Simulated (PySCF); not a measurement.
Coordinates in bohr (charge 1 multiplicity 5):
```
Ru    0.0381    0.0000   -0.0337
H     2.9880    0.0000    0.8777
H    -3.4215    0.7485    1.1033
H    -3.4215   -0.7485    1.1033
```

Computed with UPBE0/[Ru def2-TZVP with ECP28, H def2-TZVP], scalar-relativistic core potentials, density fitting, no spin–orbit coupling, PySCF.

This geometry of RuH₃⁺ is a stationary point at this level.

(1) What is the point group?

(2) Is it a minimum?

(3) What are the dipole moment and the gap between the highest occupied and lowest empty levels of either spin?

(4) Give the atomic charges and bond orders.

(5) Give the ideal-gas entropy at 298.15 K and 1 bar by parts.

## Answers

(1) Cs.

(2) Yes: all harmonic wavenumbers are real.

(3) 2.31 D about the centre of mass and 3.49 eV.

(4) 
```
atom  Mulliken  Löwdin  polar tensor  spin (Mulliken)  Mayer order to Ru1
 Ru1      0.69    0.70          0.92             3.81                   –
  H2      0.08    0.03         -0.09             0.17                0.98
H3,4      0.11    0.14          0.09             0.01                0.29
```
Other Mayer orders above 0.3: H–H 0.70.

(5) translation 166.9, rotation 67.6, vibration 7.7, spin 13.4; total 255.6 J/(mol K).

This need not be the most stable arrangement of these atoms. Open d and f shells are described by one determinant, and the ground state may have another occupation or spin. At this level a triplet minimum of Cs symmetry lies 78 kJ/mol below this structure.
